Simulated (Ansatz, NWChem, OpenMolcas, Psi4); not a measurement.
Computed against measured: atomisation enthalpy at 298 K

6 molecules without hydrogen; the atomisation enthalpy at 298 K in kJ/mol, computed less measured. Shapes, held fixed at every level: PBE0-D4/def2-TZVP. Thermal terms are harmonic and unscaled (PBE0-D4/def2-TZVP); the spin-orbit lowering of the free atoms is taken from their spectra. Programs: Ansatz 0.2.0, NWChem 7.3.0, OpenMolcas 26.06, Psi4 1.11. A level may come from different programs for different species; with the same settings they agree closely. Measured values: Active Thermochemical Tables, NIST-JANAF tables.

Levels: A = HF/3-21G; B = B3LYP/6-31G* (Cartesian functions); C = r2SCAN0-D4/def2-TZVPP; D = CCSD(T)/CBS estimate.

```tsv
molecule	from tabulated heats	A	B	C	D
OCS (SMILES O=C=S)	1381	-776	-27	-40	-5
SF2 (SMILES FSF)	732	-645	-58	-65	-5
BClF2 (chlorodifluoroborane)	1736	-541	-5	-25	-5
BF3 (boron trifluoride)	1944	-550	+7	-47	-7
C2N2 (bisisocyanide)	1766	-1074	-9	-103	-18
CClF3 (SMILES FC(F)(F)Cl)	1787	-898	-13	-56	-5
```

**Question.** Which level does best on this set, which worst, and which err to one side?

**Answer.** 
```json
{"level": "HF/3-21G", "kind": "Hartree–Fock", "mean error": "-747.3", "mean absolute error": "747.3", "worst case": "C2N2"}
{"level": "B3LYP/6-31G* (Cartesian functions)", "kind": "global hybrid", "mean error": "-17.5", "mean absolute error": "19.8", "worst case": "SF2"}
{"level": "r2SCAN0-D4/def2-TZVPP", "kind": "global hybrid", "mean error": "-56.0", "mean absolute error": "56.0", "worst case": "C2N2"}
{"level": "CCSD(T)/CBS estimate", "kind": "coupled cluster or CI", "mean error": "-7.5", "mean absolute error": "7.5", "worst case": "C2N2"}
```

On this set CCSD(T)/CBS estimate has the smallest mean absolute error and HF/3-21G the largest. HF/3-21G is too low in 6 of 6; B3LYP/6-31G* (Cartesian functions) is too low in 5 of 6; r2SCAN0-D4/def2-TZVPP is too low in 6 of 6; CCSD(T)/CBS estimate is too low in 6 of 6. The heats of SF2 come from older tables and can be uncertain by 10 kJ/mol or more. Heats of the atoms come from ATcT where it has them, that of boron, 570 kJ/mol, from recent work. The levels differ in basis as well as in method. The tabulated value of BClF2 is in doubt (older tables, estimates, or at odds with other calculations) and kept here. Over the 5 molecules whose values aren't doubted the mean absolute errors are A 788.6; B 22.8; C 62.2; D 8.0. Hartree–Fock lacks correlation and underbinds. The CBS estimate extrapolates MP2 from def2-TZVPP and def2-QZVPP and adds CCSD(T) − MP2 in the triple-zeta set, cores frozen. The set is small.
